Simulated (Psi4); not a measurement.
CH5OSb (SMILES C[O][SbH2]), singlet, geometry from GFN2-xTB (core potentials on Sb); B3LYP/def2-TZVP in Psi4.

Here is a job for Psi4.
```
memory 2 GB

molecule {
0 1
Sb   -0.38937087    0.26269427    0.38576354
H    -1.47931154   -0.56959613   -0.64787616
H    -0.30928913    1.45618393   -0.84641271
O     1.19099646   -0.71513055   -0.27805791
C     1.32924547   -0.92948678   -1.65052124
H     1.38416481    0.01334832   -2.20359005
H     2.25946617   -1.48091123   -1.79500648
H     0.49943958   -1.51846742   -2.05346446
}

set {
  basis def2-tzvp
}

energy('b3lyp')
print_variables()
```

The log (banner, timings and long lists left out):

```
   => Loading Basis Set <=

    Name: DEF2-TZVP
    Role: ORBITAL
    Keyword: BASIS

    !!!  WARNING: ECP capability is in beta. Please check occupations closely.  !!!

         ---------------------------------------------------------
                                   SCF
               by Justin Turney, Rob Parrish, Andy Simmonett
                          and Daniel G. A. Smith
                              RKS Reference
         ---------------------------------------------------------

  ==> Geometry <==

    Molecular point group: c1
    Full point group: C1

    Geometry (in Angstrom), charge = 0, multiplicity = 1:

       Center              X                  Y                   Z               Mass
    ------------   -----------------  -----------------  -----------------  -----------------
         SB          -0.326340911287     0.216879843156     0.289743525137   120.903812000000
         H           -1.416281581287    -0.615410556844    -0.743896174863     1.007825032230
         H           -0.246259171287     1.410369503156    -0.942432724863     1.007825032230
         O            1.254026418713    -0.760944976844    -0.374077924863    15.994914619570
         C            1.392275428713    -0.975301206844    -1.746541254863    12.000000000000
         H            1.447194768713    -0.032466106844    -2.299610064863     1.007825032230
         H            2.322496128713    -1.526725656844    -1.891026494863     1.007825032230
         H            0.562469538713    -1.564281846844    -2.149484474863     1.007825032230

  Running in c1 symmetry.

  Rotational constants: A =      1.01061  B =      0.10770  C =      0.10249 [cm^-1]
  Rotational constants: A =  30297.46926  B =   3228.71977  C =   3072.67955 [MHz]
  Nuclear repulsion =  139.894947877386500

  Charge       = 0
  Multiplicity = 1
  Electrons    = 42
  Nalpha       = 21
  Nbeta        = 21

  ==> Algorithm <==

  SCF Algorithm Type is DF.
  DIIS enabled.
  MOM disabled.
  Fractional occupation disabled.
  Guess Type is SAD.
  Energy threshold   = 1.00e-06
  Density threshold  = 1.00e-06
  Integral threshold = 1.00e-12

  ==> Primary Basis <==

  Basis Set: DEF2-TZVP
    Blend: DEF2-TZVP
    Number of shells: 58
    Number of basis functions: 142
    Number of Cartesian functions: 161
    Spherical Harmonics?: true
    Max angular momentum: 3

  Core potential: DEF2-TZVP
    Number of shells: 4
    Number of ECP primitives: 18
    Number of ECP core electrons: 28
[...]
   @DF-RKS iter   4:  -356.70102985055092   -9.40513e-02   8.55985e-04 ADIIS/DIIS
   @DF-RKS iter   5:  -356.70481707511067   -3.78722e-03   2.71032e-04 ADIIS/DIIS
   @DF-RKS iter   6:  -356.70550828408909   -6.91209e-04   8.45345e-05 DIIS
   @DF-RKS iter   7:  -356.70556464704572   -5.63630e-05   1.39615e-05 DIIS
   @DF-RKS iter   8:  -356.70556622376904   -1.57672e-06   4.98211e-06 DIIS
   @DF-RKS iter   9:  -356.70556640256007   -1.78791e-07   5.73994e-07 DIIS
  Energy and wave function converged.

  ==> Post-Iterations <==

   Electrons on quadrature grid:
      Ntotal   =   41.9999684096 ; deviation = -3.159e-05

    Orbital Energies [Eh]
    ---------------------

    Doubly Occupied:

[...]
    Virtual:

[...]
     142A    112.329239

    Final Occupation by Irrep:
              A
    DOCC [    21 ]
    NA   [    21 ]
    NB   [    21 ]

  @DF-RKS Final Energy:  -356.70556640256007

   => Energetics <=

    Nuclear Repulsion Energy =            139.8949478773864996
    One-Electron Energy =                -856.3734590075912365
    Two-Electron Energy =                 388.4416209390806216
    DFT Exchange-Correlation Energy =     -28.6686762114359368
    Empirical Dispersion Energy =           0.0000000000000000
    VV10 Nonlocal Energy =                  0.0000000000000000
    Total Energy =                       -356.7055664025600663

Computation Completed

Properties will be evaluated at   0.000000,   0.000000,   0.000000 [a0]

Properties computed using the SCF density matrix

 Multipole Moments:

 ------------------------------------------------------------------------------------
     Multipole            Electronic (a.u.)      Nuclear  (a.u.)        Total (a.u.)
 ------------------------------------------------------------------------------------

 L = 1.  Multiply by 2.5417464519 to convert [e a0] to [Debye]
 Dipole X            :        -25.9870295           25.6051137           -0.3819158
 Dipole Y            :         17.7523739          -17.5359882            0.2163856
 Dipole Z            :         27.9897991          -28.0326127           -0.0428136
 Magnitude           :                                                    0.4410390

 ------------------------------------------------------------------------------------

  Variable Map:
  ----------------------------------------------------------------------------
[...]
  Array Variable Map:
  ----------------------------------------------------------------------------
[...]
[...]
```
